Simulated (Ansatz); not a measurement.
Basis sets compared for BCl2(vinyl) (C₂H₃BCl₂). Charge 0, multiplicity 1. Geometry PBE-D4/def2-SVP. Ansatz on 2 threads of Intel Xeon 6975P-C on a shared host; times are rough, and most runs start from earlier orbitals.

Cartesian coordinates in Å:
```
B -0.128 0.883 0.857
Cl 0.039 1.108 2.599
Cl -0.636 2.270 -0.114
C 0.166 -0.497 0.220
C 0.058 -0.748 -1.105
H 0.482 -1.318 0.888
H -0.255 0.043 -1.809
H 0.273 -1.741 -1.536
```

Binding counts from free atoms (B doublet, Cl doublet, C triplet, H doublet) in the same basis, without a counterpoise term.

```
           level  functions  energy (Eh)  HOMO (eV)  LUMO (eV)  binding per atom (eV)  wall time
 PBE-D4/def2-SVP         93   -1022.4564      -7.22      -2.94                   4.36      0.8 s
PBE0-D4/def2-SVP         93   -1022.5486      -8.40      -2.09                   4.29      1.2 s
```

Estimate the rows for PBE-D4/def2-TZVP, PBE0-D4/def2-TZVP.


```json
{"level": "PBE-D4/def2-TZVP", "functions": "185", "energy (Eh)": "-1022.8831", "HOMO (eV)": "-7.36", "LUMO (eV)": "-3.16", "binding per atom (eV)": "4.30", "wall time": "2 s"}
{"level": "PBE0-D4/def2-TZVP", "functions": "185", "energy (Eh)": "-1022.9696", "HOMO (eV)": "-8.48", "LUMO (eV)": "-2.27", "binding per atom (eV)": "4.23", "wall time": "2.4 s"}
```
